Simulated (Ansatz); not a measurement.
`[SH][Au]` + `F[SiH](Cl)[GeH3]` → `[Cl][Au]` + `F[SiH](S)[GeH3]`  (redistribution)

Gas-phase electronic energies from Ansatz, PBE0-D4/def2-TZVP geometries. CBS: MP2 limit from def2 TZ/QZ plus the TZ coupled-cluster correction, frozen cores. DFT in def2-TZVPP. B3LYP here is the variant with VWN-RPA as its local correlation; programs differ in this. Elements past krypton have def2 core potentials. For Au, Ge outer-core shells are correlated without core-valence functions, which leaves a few kJ/mol of doubt a bond. Scalar relativity is left out up to krypton. One conformer a species, not always the lowest.

Q: Is it downhill or uphill in electronic energy at CCSD(T)/CBS, and by how much? (Estimate.)

A: The calculation gave: Uphill: ΔE = +14.4 kcal/mol.

Q: What do these levels give: r2SCAN-D4, PBE0-D4, B3LYP-D4, ωB97X-V, r2SCAN, PBE0, B3LYP, SCS-MP2/def2-TZVPP, CCSD/def2-TZVPP, CCSD(T)/def2-TZVPP, HF/def2-QZVPP, MP2/def2-QZVPP? (Estimate.)

A: Ansatz gave: r2SCAN-D4 14.6, PBE0-D4 12.9, B3LYP-D4 13.4, ωB97X-V 11.2, r2SCAN 14.7, PBE0 13.1, B3LYP 13.6, SCS-MP2/def2-TZVPP 15.7, CCSD/def2-TZVPP 13.4, CCSD(T)/def2-TZVPP 14.1, HF/def2-QZVPP 8.2, MP2/def2-QZVPP 17.4 kcal/mol.

Largest T1 diagnostic among the species: 0.025, so the coupled-cluster value is less sure than usual.

From PBE to PBE0 (25 % exact exchange), in def2-TZVPP and without D4, ΔE moves by −1.2 kcal/mol. In def2-TZVPP, CCSD(T) changes the Hartree–Fock value by +6.0 kcal/mol (the triples alone add +0.7 kcal/mol) and MP2 by +9.1 kcal/mol.
